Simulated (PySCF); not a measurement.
Löwdin shares of the frontier orbitals

Species: C4H5ClF2O.
Numbering: `[F:1][CH2:2][C@@:3]([F:4])([Cl:5])[C@H:6]1[CH2:7][O:8]1` (hydrogens: H9, H10 on C2; H11 on C6; H12, H13 on C7)

Computed with PySCF, TDDFT B3LYP/def2-SVPD, vertical, gas phase, core orbitals frozen in the response. Isolated species at its GFN2-xTB geometry (one conformer only). Torsions of this conformer, `[F:1][CH2:2][C@@:3]([F:4])([Cl:5])[C@H:6]1[CH2:7][O:8]1`: F1–C2–C3–F4 -168°, C2–C3–C6–C7 -49°.

Frontier orbitals with the atoms that hold most of them (Löwdin shares over 4%, at most four atoms; ? is withheld):

| orbital | ε (eV) | atoms |
| --- | --- | --- |
| LUMO+2 | 0.75 | Cl5 23%, F4 20%, C3 8%, C2 8% |
| LUMO+1 | 0.37 | C7 12%, C2 12%, Cl5 10%, C6 9% |
| LUMO | -0.40 | ? |
| HOMO | -8.34 | ? |
| HOMO-1 | -9.01 | Cl5 69%, C3 8%, C2 6% |
| HOMO-2 | -9.02 | Cl5 44%, O8 22%, C7 12%, C6 11% |
| HOMO-3 | -9.51 | Cl5 29%, O8 17%, C6 15%, C7 15% |

Problem. Give the leading atoms of the HOMO.

Solution. O8 (bonded to 2 C) 53%; Cl5 (bonded to C) 17%; C7 (bonded to C, O and 2 H) 7%; C6 (bonded to 2 C, O and H) 7%. By element: oxygen 53%, chlorine 17%, carbon 14% or more.

Problem. Which atoms hold the LUMO, and with what shares?

Solution. Cl5 (bonded to C) 48%; C3 (bonded to 2 C, Cl and F) 26%; C2 (bonded to C, F and 2 H) 4%; F4 (bonded to C) 4%. By element: chlorine 48%, carbon 30% or more, fluorine 4% or more.

Problem. How does S1 compare with the orbital gap of 7.93 eV?

Solution. S1 is at 6.85 eV (f = 0.016), 1.08 eV below the gap, made of HOMO→LUMO (92%). 

Problem. Give energy, strength and leading configuration of S1 and S4, and follow the Löwdin shares of the leading atoms from the occupied to the empty orbital.

Solution. 
- S1 (6.85 eV, f 0.016), HOMO→LUMO (92%): O8 53% → at most 5%, Cl5 17% → 48%, C3 at most 7% → 26%
- S4 (7.71 eV, f 0.018), HOMO→LUMO+1 (92%): O8 53% → at most 10%, Cl5 17% → 10%, C7 7% → 12%, C2 at most 7% → 12%

Löwdin shares depend on the basis, the more so with diffuse functions.

The run took 77 s of wall time on one thread of an Arm Neoverse N1 (shared host), and the process peaked at 0.84 GiB of memory.
